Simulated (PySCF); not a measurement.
Start geometry of SeMe2 (`[Se](C)C`) from GFN2-xTB (Å):
```
atom  x, y, z in Å
Se1    0.0611   -0.0776   -1.2893
C2     1.4432   -0.0286   -0.0125
H3     1.3353   -0.9252    0.5701
H4     1.4887    0.8761    0.6125
H5     2.3856   -0.0233   -0.5923
C6    -1.4721    0.0298   -0.0132
H7    -1.3705    0.9149    0.5941
H8    -1.3404   -0.8508    0.6099
H9    -2.3981    0.0152   -0.5050
```

Q: What comes out of this run: PBE0-D3(BJ)/def2-SVP geometry optimisation, gas phase in PySCF?

A: 
```
atom  x, y, z in Å
Se1    0.0035   -0.0261   -1.2995
C2     1.4665   -0.0332   -0.0254
H3     1.4251   -0.9276    0.6121
H4     1.4462    0.8732    0.5960
H5     2.4008   -0.0495   -0.6030
C6    -1.4370    0.0173   -0.0003
H7    -1.3812    0.9269    0.6141
H8    -1.4102   -0.8738    0.6426
H9    -2.3809    0.0236   -0.5621
```

The energy falls by 20.4 kJ/mol over 5 energy and gradient evaluations, the largest force component goes from 0.0507 to 9.5e-05 Eh/bohr, and the atoms move by 0.060 Å rms after alignment. Among the bonds, Se1–C2 and Se1–C6 change most and about equally (-0.057 to +0.058 Å). Bonds longer at the end by more than 0.005 Å: 5 of 8; shorter: 2. Among the angles that change most is Se1–C6–H8, from 103.3° to 110.8°. Rotational constants go from 11650, 6852, 4564 to 11419, 6878, 4545 MHz. The orientation of the end geometry is arbitrary; only internal coordinates are fixed.

The run used 90 basis functions and 31 SCF cycles in all. The run took 13 s on Arm Neoverse V1, one thread, shared host, and the process peaked at 0.34 GiB of memory.

No frequency check.
